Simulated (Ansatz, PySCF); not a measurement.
Y(OH)3 (H3O3Y), SMILES [OH][Y]([OH])[OH].

Geometry optimised at PBE0-D3(BJ)/def2-SVP. The def2 effective core potentials stand for the cores of Y; spin–orbit coupling is left out. The values are those of a single conformer.

Vertical ionisation energy (IE) and electron affinity (EA) in eV. Rows of orbital energies are one-electron estimates. Where ΔSCF, EOM or ADC give a negative EA the extra electron is unbound and the value depends on the basis.

```tsv
level	IE	EA
−ε(HOMO), −ε(LUMO), B3LYP/def2-TZVPD (PySCF)	7.74	1.75
−ε(HOMO), −ε(LUMO), PBE/def2-TZVPD (PySCF)	6.37	2.16
ΔSCF, PBE0/def2-SVPD (Ansatz), final states of multiplicity 2 and 2	[?]	[?]
ΔSCF, PBE/def2-SVPD (Ansatz), final states of multiplicity 2 and 2	9.39	0.17
```

Question: Fill in the missing entries. (Estimate from the structure and the level; the computed values follow.)

Answer: 
- ΔSCF, PBE0/def2-SVPD (Ansatz, a first-principles code), final states of multiplicity 2 and 2, IE: 10.01
- ΔSCF, PBE0/def2-SVPD (Ansatz), final states of multiplicity 2 and 2, EA: 0.06

Question: What vertical singlet–triplet gap does ΔSCF give with PBE0/def2-SVPD (Ansatz) and with PBE/def2-SVPD (Ansatz)? (An estimate is asked for; the answer gives what the named calculation found.)

Answer: 5.18 and 4.48 eV (triplet above singlet where positive).
